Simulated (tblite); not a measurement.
A tight-binding relaxation on `[H]/[C]=C1C(NC=O)=C\1OC=O` [radical].

Computed with GFN2-xTB geometry optimisation, gas phase (tblite 0.8.0). Start geometry: from a force field or distance geometry. The command runs a driver script over a list of jobs; the input below is this job's line of settings and its coordinates in Å.

Command:
```bash
OMP_NUM_THREADS=1 python probes_run.py task.json out
```

Input:
```
{"job": {"kind": "relax", "xc": "GFN2-xTB", "basis": "xTB"}, "charge": 0, "multiplicity": 2}
C     -0.063600     2.761400    -0.311400
C      0.083100     1.499100     0.019400
C     -0.269800     0.101300     0.217700
N     -1.235700    -0.936500     0.112000
C     -2.546200    -0.653600    -0.388300
O     -2.889300     0.483500    -0.769600
C      0.960600     0.454400     0.559200
O      2.220400     0.084500     1.082000
C      2.850300    -0.912600     0.299000
O      2.273500    -1.368100    -0.740800
H     -0.994600     3.168800    -0.719600
H     -0.988400    -1.913600     0.424900
H     -3.222800    -1.511800    -0.424000
H      3.821700    -1.257300     0.617500
```

**Question.** Give the output.

**Answer.** 
```
step      E/eV     max force
  0    -809.62901    5.185
  1    -809.95168    6.000
  2    -810.41132    1.286
  3    -810.49403    0.808
  4    -810.57840    0.986
  5    -810.61079    0.774
  6    -810.63614    0.695
  7    -810.64856    0.551
  8    -810.65531    0.250
  9    -810.66092    0.287
... (65 lines left out)
 75    -810.88087    0.022
 76    -810.88093    0.023
 77    -810.88100    0.032
 78    -810.88107    0.028
 79    -810.88112    0.018
 80    -810.88116    0.018
 81    -810.88120    0.021
 82    -810.88125    0.020
 83    -810.88130    0.013
 84    -810.88133    0.009
```

«max force» is the largest atomic force in eV/Å.

**Question.** From which step on does the largest force stay under 0.1 eV/Å, and how much energy is left to gain from there?

**Answer.** From step 59 (0.061 eV/Å), 2.7 meV above the end.

Main results: energy lowered by 28.9 kcal/mol over 84 steps; largest atomic force 0.009 eV/Å at the end.

**Question.** Give the final coordinates.

**Answer.** 0.549 Å rms from the input after alignment:
```
atom  x, y, z in Å
C1    -0.2311    2.9019   -0.1391
C2     0.0923    1.6858   -0.0463
C3    -0.1991    0.1860   -0.0384
N4    -1.0450   -0.8647   -0.1351
C5    -2.3930   -0.7536   -0.3518
O6    -2.9916    0.2767   -0.4778
C7     1.0449    0.6014    0.1377
O8     2.3276    0.2131    0.3479
C9     2.5448   -1.0985    0.4370
O10    1.7112   -1.9554    0.3473
H11   -1.0018    3.6084   -0.2805
H12   -0.6095   -1.7800   -0.0340
H13   -2.8672   -1.7503   -0.3957
H14    3.6169   -1.2712    0.6065
```

Time: 0.57 s of wall time. Hardware: one thread of an AMD EPYC 7B13 (shared host).
Labels such as C1 count atoms from 1, the log's own numbers from 0.
